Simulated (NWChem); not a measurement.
C2H4O2Si; SMILES O=C1C[SiH2]O1

```xyz
9

O      0.1043     2.1123     0.0000
C      0.0143     0.9280     0.0000
C     -1.2191     0.0088     0.0000
Si     0.0723    -1.3538     0.0000
O      1.0705     0.0585     0.0000
H     -1.8433     0.1529    -0.8938
H     -1.8433     0.1529     0.8938
H      0.2524    -2.1702    -1.2275
H      0.2524    -2.1702     1.2275
```
Atoms are numbered in this order, from 1.

Computed with NWChem. Pople sets run with spherical d functions. Coordinates come from a PBE0/def2-SVP optimisation. Vertical excitations in the gas phase.

**Question.** Predict the results for PBE/6-31+G*, TDA. Quantities: lowest excitation, singlet (eV); oscillator strength of that lowest state; lowest state with f > 0.02, singlet (eV); orbital gap (eV).

**Answer.** 
* **lowest excitation, singlet (eV)**: 5.43
* **oscillator strength of that lowest state**: 0.089
* **lowest state with f > 0.02, singlet (eV)**: 5.43
* **orbital gap (eV)**: 5.07
